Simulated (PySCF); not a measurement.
**Spin-rotation constants: `C=C(C)[C@@H]1C=CC[Se]1`, C$_{7}$H$_{10}$Se**

Molfile (atoms numbered from 1):
```
C7H10Se
     RDKit          3D

 18 18  0  0  0  0  0  0  0  0999 V2000
   -1.5857    0.8828    0.3044 C   0  0  0  0  0  0  0  0  0  0  0  0
   -1.2428   -0.0170   -0.6062 C   0  0  0  0  0  0  0  0  0  0  0  0
   -2.1015   -0.3555   -1.7840 C   0  0  0  0  0  0  0  0  0  0  0  0
    0.0638   -0.7462   -0.5638 C   0  0  2  0  0  0  0  0  0  0  0  0
    0.7778   -0.6920    0.7460 C   0  0  0  0  0  0  0  0  0  0  0  0
    1.9223   -0.0422    0.8456 C   0  0  0  0  0  0  0  0  0  0  0  0
    2.4947    0.6210   -0.3601 C   0  0  0  0  0  0  0  0  0  0  0  0
    1.3593    0.0790   -1.8755 Se  0  0  0  0  0  2  0  0  0  0  0  0
   -0.9485    1.1234    1.1383 H   0  0  0  0  0  0  0  0  0  0  0  0
   -2.5243    1.4073    0.2501 H   0  0  0  0  0  0  0  0  0  0  0  0
   -1.5167   -0.2482   -2.7005 H   0  0  0  0  0  0  0  0  0  0  0  0
   -2.9690    0.2959   -1.8384 H   0  0  0  0  0  0  0  0  0  0  0  0
   -2.4399   -1.3898   -1.7242 H   0  0  0  0  0  0  0  0  0  0  0  0
   -0.0787   -1.7801   -0.8973 H   0  0  0  0  0  0  0  0  0  0  0  0
    0.3049   -1.1876    1.5807 H   0  0  0  0  0  0  0  0  0  0  0  0
    2.4763    0.0433    1.7687 H   0  0  0  0  0  0  0  0  0  0  0  0
    3.5200    0.3019   -0.5578 H   0  0  0  0  0  0  0  0  0  0  0  0
    2.4794    1.7101   -0.2670 H   0  0  0  0  0  0  0  0  0  0  0  0
  1  2  2  0
  2  3  1  0
  2  4  1  0
  4  5  1  0
  5  6  2  0
  6  7  1  0
  7  8  1  0
  8  4  1  0
  1  9  1  0
  1 10  1  0
  3 11  1  0
  3 12  1  0
  3 13  1  0
  4 14  1  6
  5 15  1  0
  6 16  1  0
  7 17  1  0
  7 18  1  0
M  END
```

Method used: PySCF, GIAO B3LYP/pcSseg-1 magnetisability, rotational g tensor and spin-rotation constants, non-relativistic, gas phase. Geometry: GFN2-xTB.

The calculation is non-relativistic, which matters for the atoms heavier than Zn.

(1) Give the nuclear spin-rotation constants along the inertial axes (H = +C I·J) beside the isotropic shieldings.

(2) How do the rotational constants and the g tensor change when H9, H10, H11, H12, H13, H14, H15, H16, H17, H18 are replaced by deuterium?

## Answers

(1) Rotational constants 2.1063, 1.2701, 0.9087 GHz. A star marks the isotopologue with that one atom substituted, in its own axes.
```
atom  isotope  Caa (kHz)  Cbb (kHz)  Ccc (kHz)  mean (kHz)  σ (ppm)
  H9       1H     -0.119      0.034     -0.092      -0.059     26.9
 H10       1H      0.069     -0.134     -0.052      -0.039     26.8
 H11       1H     -0.117     -0.017     -0.108      -0.080     29.9
 H12       1H     -0.046     -0.133     -0.054      -0.078     29.9
 H13       1H     -0.191     -0.142      0.011      -0.107     30.0
 H14       1H     -0.212     -0.105      0.040      -0.092     27.1
 H15       1H     -0.114      0.011     -0.069      -0.057     26.0
 H16       1H     -0.152      0.082     -0.101      -0.057     25.8
 H17       1H      0.071     -0.129     -0.081      -0.046     28.0
 H18       1H     -0.206     -0.127      0.042      -0.097     27.7
  C1     13C*      0.754      0.384      0.209       0.449     66.3
  C2     13C*      0.890      0.516      0.247       0.551     21.1
  C3     13C*      0.348      0.191      0.159       0.233    154.0
  C4     13C*      0.452      0.246      0.248       0.315    112.8
  C5     13C*      0.587      0.616      0.218       0.474     42.1
  C6     13C*      0.619      0.605      0.205       0.476     43.3
  C7     13C*      0.420      0.195      0.188       0.268    138.9
 Se8    77Se*      2.998      3.356      1.852       2.735   1265.2
```
For the geometry as given, no vibrational averaging.

(2) Constants 1.8101, 1.0879, 0.7937 GHz; g -0.0166, -0.0108, -0.0036, against -0.0184, -0.0131, -0.0041 before.
